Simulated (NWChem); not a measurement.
Basis-set convergence for iodine monochloride (ClI)

```xyz
2

Cl     0.0000     0.0000     1.7843
I      0.0000     0.0000    -0.5723
```
Charge 0, spin multiplicity 1.

All runs are NWChem calculations. All single points use one geometry, from PBE0/def2-SVP with def2 effective core potentials on I, a minimum by its harmonic frequencies.

Quantity: first vertical ionisation energy at the level G0W0@PBE.

Effective core potentials replace the inner electrons of I; spin-orbit coupling is left out. GW and range-separated runs recompute their integrals, the others keep them in memory, which bears on the times.

Costs are rough ratios of processor time within this set of runs, SCF included, with def2-SVP as 1.

```
basis       functions  first vertical ionisation energy (eV)  relative cost
----------  ---------  -------------------------------------  -------------
def2-SVP           44                                   9.36              1
def2-SVPD          62                                   9.36        under 3
def2-TZVP          87                                   9.72              5
def2-TZVPP         92                                   9.73              4
def2-TZVPD        105                                   9.70              6
def2-QZVP         152                                   9.97             30
```

Smallest basis within 0.2 eV of def2-QZVP, the largest set run: no smaller one. def2-QZVP isn't the basis-set limit itself, and a small set can land close by cancellation.
